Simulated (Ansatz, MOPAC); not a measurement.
Molecule: C₃H₃O, net charge 0, doublet state. SMILES: C#C[CH]O

Atoms: C1, C2, C3, O4, H5, H6, H7. Bonds: C1-C2, C1-H5, C2-C3, C3-O4, C3-H6, O4-H7.

Bond lengths (Å) and angles (degrees) optimised at PM3 with MOPAC; HF/6-31G* with Ansatz (a quantum-chemistry and plane-wave program); B3LYP/LANL2DZ with Ansatz, each started from the B3LYP-D3(BJ)/def2-TZVP structure (Ansatz) of the last column. A row stands for all coordinates that are equal there; 11 of 12 kinds are shown. 6-31G* holds six Cartesian d functions. No wavenumbers were computed at B3LYP/LANL2DZ, so these may be saddle points.

```csv
coordinate,PM3,HF/6-31G*,B3LYP/LANL2DZ,B3LYP-D3(BJ)/def2-TZVP
C1-C2,1.204,1.218,1.242,1.219
C1-H5,1.064,1.057,1.067,1.062
C2-C3,1.390,1.381,1.387,1.370
C3-O4,1.343,1.353,1.399,1.362
C3-H6,1.091,1.070,1.082,1.078
O4-H7,0.950,0.948,0.981,0.966
C1-C2-C3,178.6,179.8,179.7,179.1
C2-C3-O4,123.3,123.1,123.4,123.0
C2-C1-H5,180.0,179.6,179.6,179.4
C2-C3-H6,124.6,123.2,124.6,123.6
O4-C3-H6,112.1,113.7,112.0,113.3
```

Mean signed difference of all 6 bond lengths from B3LYP-D3(BJ)/def2-TZVP: PM3 -0.003 Å, HF/6-31G* -0.005 Å, B3LYP/LANL2DZ 0.017 Å.
